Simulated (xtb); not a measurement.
xtb input (GFN1-xTB):

```bash
xtb mol.xyz --gfn 1 --sp --chrg 0 --uhf 0
```
mol.xyz:
```
12

C      3.05789511     1.13724806     0.27989483
C      1.85980437     1.12964610     0.19849384
C      0.41701584     1.04288159     0.09545935
Si    -0.13609433    -0.76199364    -0.05836225
C     -1.95880780    -0.80820309    -0.18443711
C     -3.16202867    -0.81289805    -0.26599697
H      4.11693966     1.16323997     0.35309235
H     -0.06435412     1.48134736     0.97405249
H      0.05385148     1.59429691    -0.77629059
H      0.28815110    -1.51818342     1.13714754
H      0.45092431    -1.36264797    -1.27313561
H     -4.22346485    -0.82218954    -0.33827833
```

End of the output:

```
         :::::::::::::::::::::::::::::::::::::::::::::::::::::
         ::                     SUMMARY                     ::
         :::::::::::::::::::::::::::::::::::::::::::::::::::::
         :: total energy             -15.518274168517 Eh    ::
         :: gradient norm              0.032646904782 Eh/a0 ::
         :: HOMO-LUMO gap              4.425337796838 eV    ::
         ::.................................................::
         :: SCC energy               -15.867123842922 Eh    ::
         :: -> electrostatic           0.003860315338 Eh    ::
         :: repulsion energy           0.353321546635 Eh    ::
         :: dispersion energy         -0.004471872230 Eh    ::
         :: halogen bond corr.         0.000000000000 Eh    ::
         :: add. restraining           0.000000000000 Eh    ::
         :: total charge              -0.000000000000 e     ::
         :::::::::::::::::::::::::::::::::::::::::::::::::::::

           -------------------------------------------------
          |                Property Printout                |
           -------------------------------------------------

    * Orbital Energies and Occupations

         #    Occupation            Energy/Eh            Energy/eV
      -------------------------------------------------------------
         1        2.0000           -0.6524226             -17.7533
       ...           ...                  ...                  ...
         3        2.0000           -0.6222314             -16.9318
         4        2.0000           -0.6099962             -16.5988
         5        2.0000           -0.5734744             -15.6050
         6        2.0000           -0.5614734             -15.2785
         7        2.0000           -0.5365838             -14.6012
         8        2.0000           -0.5207123             -14.1693
         9        2.0000           -0.4850767             -13.1996
        10        2.0000           -0.4815849             -13.1046
        11        2.0000           -0.4794019             -13.0452
        12        2.0000           -0.4692082             -12.7678
        13        2.0000           -0.4609856             -12.5441
        14        2.0000           -0.4398090             -11.9678
        15        2.0000           -0.4200398             -11.4299 (HOMO)
        16                         -0.2574116              -7.0045 (LUMO)
Note: The following floating-point exceptions are signalling: IEEE_DENORMAL
normal termination of xtb
        17                         -0.2566209              -6.9830
        18                         -0.1909724              -5.1966
        19                         -0.1808389              -4.9209
        20                         -0.1537172              -4.1829
        21                         -0.1449275              -3.9437
        22                         -0.1238728              -3.3708
        23                         -0.1079208              -2.9367
        24                         -0.1055307              -2.8716
        25                         -0.0834276              -2.2702
        26                         -0.0621415              -1.6910
       ...                                ...                  ...
        41                          1.4435576              39.2812
      -------------------------------------------------------------
                  HL-Gap            0.1626282 Eh            4.4253 eV
             Fermi-level           -0.3387257 Eh           -9.2172 eV

  Mulliken/CM5 charges         n(s)   n(p)   n(d)
     1C    -0.12618 -0.17761   1.084  3.042  0.000
     2C    -0.00445 -0.01136   1.100  2.904  0.000
     3C    -0.11749 -0.17972   1.013  3.105  0.000
     4Si    0.25015 -0.00676   1.280  1.845  0.624
     5C    -0.10073 -0.06548   1.165  2.935  0.000
     6C    -0.01495 -0.06406   1.118  2.897  0.000
     7H     0.05818  0.11212   0.942  0.000  0.000
     8H     0.06143  0.12016   0.939  0.000  0.000
     9H     0.06143  0.12016   0.939  0.000  0.000
    10H    -0.06326  0.01988   1.063  0.000  0.000
    11H    -0.06326  0.01988   1.063  0.000  0.000
    12H     0.05914  0.11281   0.941  0.000  0.000

Wiberg/Mayer (AO) data.
largest (>0.10) Wiberg bond orders for each atom

 ---------------------------------------------------------------------------
     #   Z sym  total        # sym  WBO       # sym  WBO       # sym  WBO
 ---------------------------------------------------------------------------
     1   6 C    3.978 --     2 C    2.857     7 H    0.981
     2   6 C    3.980 --     1 C    2.857     3 C    1.037
     3   6 C    3.959 --     2 C    1.037     4 Si   0.987     9 H    0.911
                             8 H    0.911
     4  14 Si   4.311 --     5 C    1.073     3 C    0.987    10 H    0.925
                            11 H    0.925     6 C    0.167
     5   6 C    3.937 --     6 C    2.803     4 Si   1.073
     6   6 C    3.975 --     5 C    2.803    12 H    0.978     4 Si   0.167
     7   1 H    0.994 --     1 C    0.981
     8   1 H    1.002 --     3 C    0.911
     9   1 H    1.002 --     3 C    0.911
    10   1 H    0.991 --     4 Si   0.925
    11   1 H    0.991 --     4 Si   0.925
    12   1 H    0.994 --     6 C    0.978
 ---------------------------------------------------------------------------

Topologies differ in total number of bonds
Writing topology from bond orders to xtbtopo.mol

 dipole moment from electron density (au)
     X       Y       Z
  -0.6268   0.2495  -0.0262  total (Debye):    1.716

           -------------------------------------------------
          | TOTAL ENERGY              -15.518274168517 Eh   |
          | GRADIENT NORM               0.032646904782 Eh/α |
          | HOMO-LUMO GAP               4.425337796838 eV   |
           -------------------------------------------------

------------------------------------------------------------------------
------------------------------------------------------------------------
 total:
 SCF:
```
